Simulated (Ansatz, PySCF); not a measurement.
CH11NOSi3, SMILES O[Si@@H]([SiH3])CN[SiH3].

Geometry optimised at B3LYP-D3(BJ)/def2-SVP. The structure was generated by enumeration; whether it is a known compound was not checked. Other conformers were not sampled.

Vertical ionisation energy (IE) and electron affinity (EA) in eV. Rows of orbital energies are one-electron estimates. Where ΔSCF, EOM or ADC give a negative EA the extra electron is unbound and the value depends on the basis.

```csv
level,IE,EA
"−ε(HOMO), −ε(LUMO), ωB97X/def2-TZVP (PySCF)",9.06,-1.52
"−ε(HOMO), −ε(LUMO), PBE/def2-TZVP (PySCF)",5.40,1.35
"ΔSCF, PBE0/def2-SVPD (Ansatz), final states of multiplicity 2 and 2",8.48,-0.79
"ΔSCF, PBE/def2-SVPD (Ansatz), final states of multiplicity 2 and 2",8.19,-0.55
```

Question: What vertical singlet–triplet gap does ΔSCF give with PBE0/def2-SVPD (Ansatz, a quantum-chemistry and plane-wave program) and with PBE/def2-SVPD (Ansatz)? (An estimate is asked for; the answer gives what the named calculation found.)

Answer: 5.07 and 4.53 eV (triplet above singlet where positive).
